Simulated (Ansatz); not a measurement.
This geometry of C2H7B2N (12 atoms, charge 0, multiplicity 1) is a first-order saddle point.

These are results of RKS PBE-D4/STO-3G (Ansatz), not measurements.

```xyz
12
Properties=species:S:1:pos:R:3
B -1.532 1.349 -0.070
C -0.966 -0.030 0.014
C 0.412 -0.328 -0.015
B 0.767 -1.843 0.161
N 1.384 0.639 -0.282
H -2.696 1.525 -0.053
H -0.824 2.295 -0.135
H -1.620 -0.915 0.135
H 0.866 -2.550 -0.785
H 0.865 -2.310 1.245
H 2.367 0.477 0.045
H 1.052 1.636 -0.226
```

(1) Which two structures does it join? (They come from a converged band through this point; their orientation in space is the band's.)

(2) How far does it lie above each of them?

Results:

(1) No bond is made or broken. The dihedral C2–C3–B4–H9 goes from -171 to 8°. The two ends are copies of one structure, up to a mirror image or an exchange of like atoms.

First end point:

```xyz
12
Properties=species:S:1:pos:R:3
B -1.464 1.462 0.320
C -0.959 0.040 0.347
C 0.310 -0.397 -0.111
B 0.809 -1.848 0.125
N 1.164 0.466 -0.813
H -2.556 1.724 0.676
H -0.766 2.345 -0.043
H -1.570 -0.777 0.772
H 1.928 -2.139 -0.120
H 0.073 -2.651 0.576
H 2.183 0.229 -0.869
H 0.926 1.490 -0.825
```

Last end point:

```xyz
12
Properties=species:S:1:pos:R:3
B -1.464 1.461 0.319
C -0.961 0.039 0.344
C 0.310 -0.397 -0.112
B 0.810 -1.848 0.126
N 1.164 0.467 -0.812
H -2.556 1.723 0.676
H -0.767 2.345 -0.044
H -1.572 -0.778 0.768
H 0.073 -2.652 0.574
H 1.931 -2.137 -0.115
H 2.183 0.230 -0.866
H 0.927 1.490 -0.824
```

(2) 0.286 eV above the first and 0.286 eV above the second. This is the barrier of this one path; another mechanism may lie lower. Limits of this set-up: minimal basis.

Time of the run: 58 s on 1 thread of AMD EPYC 9R45 96-Core Processor (Zen 5), with other jobs on the host, peak memory 0.12 GiB.
